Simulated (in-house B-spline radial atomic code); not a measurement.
Successive ionisation energies of thulium; each step leads to the configuration of the next row (after the last: bare). NIST's values go from ground level to ground level; the uncertainty of those that are theory runs from under 0.1 % in few-electron ions to several per cent in heavy many-electron ones. Computed with a B-spline radial code for spherical atoms: non-relativistic Hartree-Fock, average of the configuration, point nuclei.

This level leaves out relativity, spin-orbit splitting included, which matters for heavy ions.

| ion | configuration | ionisation energy (eV) | tabulated value (eV) | computed minus tabulated (eV) | highest orbital | largest mean radius (bohr) |
| --- | --- | --- | --- | --- | --- | --- |
| Tm62+ | [He] 2s2 2p3 | 14158.9 | 14300 | -141 | 2p | 0.090098 |
| Tm63+ | [He] 2s2 2p2 | 14470.7 | 15663 | -1192 | 2p | 0.0897 |
| Tm64+ | [He] 2s2 2p1 | 14785.4 | 16036 | -1251 | 2p | 0.089306 |
| Tm65+ | [He] 2s2 | 15177.2 | 16510 | -1333 | 2s | 0.088915 |
| Tm66+ | [He] 2s1 | 15453.9 | 16814.34 | -1360 | 2s | 0.088553 |
| Tm67+ | 1s2 | 63606.2 | 67965.25 | -4359 | 1s | 0.021858 |
| Tm68+ | 1s1 | 64776.7 | 69387.45 | -4611 | 1s | 0.021739 |

Question: Where is the largest jump?

Answer: From Tm66+ to Tm67+, by a factor of 4.12 (15454 to 63606 eV); the highest orbital goes from 2s to 1s.
